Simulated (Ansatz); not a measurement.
`O[SiH2]C#[C][GeH3]` and `[SiH3]C#[C][GeH3]` differ in one atom or group.

Ansatz, PBE0-D4/def2-TZVP geometries, multiplicity 1. Each molecule was computed in one conformer, which needn't be the lowest.

Scalar relativity is left out up to krypton.

| property | `O[SiH2]C#[C][GeH3]` |
| --- | --- |
| HOMO–LUMO gap (PBE/def2-TZVPP) / eV | 5.18 |
| HOMO energy (ωB97M-V/def2-TZVPP) / eV | -10.28 |
| size of the dipole moment (B3LYP/def2-TZVPP) / D | 1.74 |
| HOMO–LUMO gap (ωB97M-V/def2-TZVPP) / eV | 11.36 |
| HOMO energy (B3LYP/def2-TZVPP) / eV | -7.84 |
| size of the dipole moment (ωB97M-V/def2-TZVPP) / D | 1.76 |

(1) Give the same properties after the change, and the shifts. (Best estimate.)

Answers

(1) The calculation gave: 
| property | `[SiH3]C#[C][GeH3]` | shift |
| --- | --- | --- |
| HOMO–LUMO gap (PBE/def2-TZVPP) / eV | 5.56 | 0.38 |
| HOMO energy (ωB97M-V/def2-TZVPP) / eV | -10.29 | -0.01 |
| size of the dipole moment (B3LYP/def2-TZVPP) / D | 0.54 | -1.20 |
| HOMO–LUMO gap (ωB97M-V/def2-TZVPP) / eV | 11.83 | 0.47 |
| HOMO energy (B3LYP/def2-TZVPP) / eV | -7.84 | 0.00 |
| size of the dipole moment (ωB97M-V/def2-TZVPP) / D | 0.57 | -1.19 |

Dipoles are sizes alone; their direction can turn.

B3LYP here is the variant with VWN-RPA as its local correlation; programs differ in this.
